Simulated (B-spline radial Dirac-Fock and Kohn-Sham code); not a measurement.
## Photoemission from Pr at 7900 eV, detector at θ = 54.7°, φ = 0°

System: the free praseodymium atom, configuration [Xe] 4f3 6s2. Level of theory: Dirac-Hartree-Slater photoionisation with a Latter tail; cross sections with all multipoles, angular parameters from the dipole term and its interference with E2; a radial atomic solver. Thresholds are tabulated edges, those marked * orbital energies of the model. For linearly polarised light dσ/dΩ = σ/(4π) [1 + β P₂(cos θ) + (δ + γ cos²θ) sin θ cos φ], with θ from the polarisation vector and φ the angle between the beam and the projection of the electron momentum on the plane normal to the polarisation. The dipole factor is 1 + βP₂ and the non-dipole term is the rest of the bracket. Open shells are filled statistically over j.

Input file task.json (cfg lists n, l and occupation; rrms is the nuclear radius in fm):

```json
{"items": [{
  "Z": 59,
  "q": 0,
  "cfg": [[1, 0, 2], [2, 0, 2], [2, 1, 6], [3, 0, 2], [3, 1, 6], [3, 2, 10], [4, 0, 2], [4, 1, 6], [4, 2, 10], [4, 3, 3], [5, 0, 2], [5, 1, 6], [6, 0, 2]],
  "A": 141,
  "rrms": 4.8919,
  "do": "xps",
  "hv": [67.6, 68.5, 71.4, 122.0, 176.0, 198.0, 200, 300, 302.0, 344.0, 530.0, 646.0, 786.0, 1080.0, 1210.0, 1486.9, 2000, 2200.0, 2230.0, 2320.0, 2780.0, 4000, 5414.7, 6590.0, 7900.0, 8047.8, 8360.0, 11200.0, 12700.0, 15000],
  "edges": {"K": 41991.0, "L1": 6835.0, "L2": 6440.0, "L3": 5964.0, "M1": 1511.0, "M2": 1337.0, "M3": 1242.0, "M4": 948.3, "M5": 928.8, "N1": 304.5, "N2": 236.3, "N3": 217.6, "N4": 115.1, "N5": 115.1}
}]}
```

Launch: `python xray2_run.py task.json out`

```
subshell  threshold (eV)   σ (kb)     β      γ       δ  dipole factor  non-dipole term  dσ/dΩ (kb/sr)
      2s          6835.0     14.4  1.98   0.36  -0.001          1.002           +0.097           1.26
   2p1/2          6440.0     22.0  1.39  -0.02   0.026          1.001           +0.016           1.78
   2p3/2          5964.0     37.6  1.48   0.13   0.042          1.001           +0.071           3.21
      3s          1511.0     3.40  1.98  -0.06  -0.001          1.002           -0.016          0.267
   3p1/2          1337.0     3.31  1.49   0.78   0.027          1.001           +0.234          0.326
   3p3/2          1242.0     5.74  1.57   0.86   0.032          1.001           +0.261          0.576
   3d3/2           948.3     1.73  1.01   1.39   0.203          1.001           +0.545          0.212
   3d5/2           928.8     2.35  0.94   1.36   0.219          1.001           +0.550          0.290
      4s           304.5    0.808  1.98   0.01  -0.001          1.002           +0.003         0.0646
   4p1/2           236.3    0.698  1.48   0.87   0.025          1.001           +0.258         0.0699
   4p3/2           217.6     1.20  1.56   0.95   0.030          1.001           +0.282          0.122
   4d3/2           115.1    0.322  0.98   1.40   0.196          1.001           +0.543         0.0396
   4d5/2           115.1    0.438  0.91   1.37   0.214          1.001           +0.547         0.0540
   4f5/2           6.94*  0.00167  0.56   1.30   0.466          1.000           +0.734       0.000231
   4f7/2           6.52*  0.00209  0.55   1.27   0.475          1.000           +0.735       0.000288
      5s          42.69*    0.141  1.98   0.03  -0.001          1.002           +0.007         0.0113
   5p1/2          26.65*    0.100  1.48   0.89   0.025          1.001           +0.262         0.0101
   5p3/2          23.63*    0.167  1.55   0.96   0.029          1.001           +0.286         0.0171
      6s           4.69*   0.0119  1.98   0.03  -0.001          1.002           +0.008       0.000957
```

Values without a named source are computed, but for edge energies of neutral atoms, which are taken from tables.
